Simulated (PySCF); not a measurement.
C11H10O2, SMILES c1(-c2occc2)ccc(OC)cc1 (GFN2-xTB optimised geometry):

```
23

C      4.136     1.407     0.002
O      3.462     0.172     0.000
C      2.101     0.172     0.000
C      1.300     1.309     0.000
C     -0.076     1.185     0.000
C     -0.691    -0.066    -0.001
C     -2.136    -0.173    -0.002
C     -2.970    -1.265     0.002
C     -4.290    -0.761    -0.002
C     -4.172     0.594    -0.008
O     -2.881     0.959    -0.008
C      0.122    -1.203    -0.001
C      1.492    -1.085     0.000
H      3.900     1.993     0.897
H      5.197     1.164     0.001
H      3.900     1.996    -0.891
H      1.735     2.297     0.000
H     -0.691     2.073    -0.001
H     -2.685    -2.297     0.008
H     -5.197    -1.330    -0.001
H     -4.902     1.379    -0.013
H     -0.328    -2.183    -0.001
H      2.125    -1.958     0.000
```

Method: PBE/def2-SVP (PySCF).

### Question
What are the frontier orbital energies and the dipole moment?

### Answer
HOMO-2 -6.30 eV, HOMO-1 -6.08 eV, HOMO -4.65 eV, LUMO -1.36 eV, LUMO+1 -0.96 eV; dipole moment 1.11 D.

Meta-Löwdin charges at PBE/def2-SVP: C1 -0.10, O2 -0.30, C3 0.19, C4 -0.17, C5 -0.10, C6 -0.02, C7 0.15, C8 -0.18, C9 -0.17, C10 0.03, O11 -0.21, C12 -0.10, C13 -0.13, H14 0.10, H15 0.12, H16 0.10, H17 0.11, H18 0.11, H19 0.12, H20 0.12, H21 0.12, H22 0.11, H23 0.12.
